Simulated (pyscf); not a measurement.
PySCF, gas phase, ωB97X-D3(BJ)/def2-SVP geometries.

SMILES: [Ge]([GeH3])([GeH3])([BH2])[GeH3]
```xyz
16

B     -2.2238     0.3391    -2.3621
Ge    -0.6106     0.1202    -1.1268
Ge    -0.5378    -2.2275    -0.5801
Ge    -0.7995     1.2541     0.9812
Ge     1.5093     0.5944    -2.1497
H     -2.1077     0.2017    -3.5567
H     -3.3228     0.5527    -1.9085
H      0.6598    -2.4810     0.3505
H     -0.3670    -3.0830    -1.8466
H     -1.8234    -2.6656     0.1412
H     -0.8144     2.7811     0.7947
H      0.3938     0.8885     1.8804
H     -2.0969     0.8365     1.6946
H      1.6805    -0.2418    -3.4296
H      2.6486     0.2421    -1.1780
H      1.6314     2.0829    -2.5188
```
Charge 0, spin multiplicity 1.

Task: How much does it cost (ΔH, 298 K, ωB97M-D3(BJ)/def2-TZVP) to split H₂B–Ge(GeH₃)(GeH₃)–GeH₃ at its B–Ge bond into BH₂• + H₃Ge–Ge•(GeH₃)–GeH₃?

Result: B–Ge to BH₂• + H₃Ge–Ge•(GeH₃)–GeH₃: 3.40 eV. The 7 functionals that were run give +3.18 (M06-2X) to +3.51 eV (ωB97X-D3(BJ)/def2-TZVP). The radicals are drawn with the spin at the cut bond; how far it spreads was not checked. Other isomers of H₃Ge–Ge•(GeH₃)–GeH₃ were not searched in full and may lie lower. Elements up to Kr have no core potential and no relativistic terms here.
